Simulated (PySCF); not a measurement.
Computed IR spectrum (relative IR intensity) of a molecule C4H6O2Si. The structure is a stationary point at r2SCAN-D4/def2-SVP. Other conformers were not sampled. These are r2SCAN-D4/def2-SVP (PySCF) values and carry that method's errors. Frequencies are harmonic and unscaled.

ν (cm⁻¹): 142 (w), 259 (m), 326 (w), 378 (vw), 493 (w), 594 (w), 642 (m), 656 (vw), 743 (m), 893 (s), 915 (vs), 929 (m), 957 (m), 1052 (m), 1071 (w), 1144 (m), 1210 (w), 1249 (m), 1316 (m), 1478 (s), 1523 (w), 1660 (s), 2211 (s), 2216 (s), 2250 (m), 3850 (s) (against the strongest line: vs over 80 %, s over 45 %, m over 15 %, w over 4 %, vw less)

Question: Pick the molecule that these values belong to.
(A) C#C[SiH2]OC(C)=O
(B) C=CC1=C[Si@@H](O)O1
(C) Oc1ccoc1[SiH3]
(D) Oc1cocc1[SiH3]

Answer: C, Oc1ccoc1[SiH3]
